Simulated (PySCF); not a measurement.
# Pauling's electronegativity from computed bond energies: partners of F

PBE in PySCF with def2-SVPD on every atom (core potentials on Rb, Cs), for the lowest determinant that a PBE0 search found; no spin–orbit coupling. De of F2 is 2.19 eV.

```tsv
B	De(B₂) (eV)	De(FB) (eV)
Rb	0.53	5.07
Na	0.80	5.06
H	4.45	6.18
Cs	0.48	5.25
Li	0.89	6.16
```

Q: With Δ = De(FB) − [De(F₂) + De(B₂)]/2, give Δ and the electronegativity difference √(Δ/eV).

A: 

```json
{"B": "Rb", "Δ (eV)": "3.71", "√Δ": "1.93"}
{"B": "Na", "Δ (eV)": "3.56", "√Δ": "1.89"}
{"B": "H", "Δ (eV)": "2.86", "√Δ": "1.69"}
{"B": "Cs", "Δ (eV)": "3.92", "√Δ": "1.98"}
{"B": "Li", "Δ (eV)": "4.62", "√Δ": "2.15"}
```

The rule was made for single bonds and measured bond energies; here it is fed with computed well depths. With the arithmetic mean Δ turns negative when the two homonuclear bonds differ much, as for alkali hydrides.

Closed-shell solutions of metal pairs were not tested for spin polarisation, which can lower them a little. Weak bonds: Cs2. Basis-set superposition, not corrected here, can be much of De in a small basis, most of all at correlated wavefunction levels. Functionals without a dispersion term scatter widely for such bonds, and LDA overbinds them. These are scalar-relativistic numbers at best; spin–orbit coupling would shift them, the dissociation energy most.
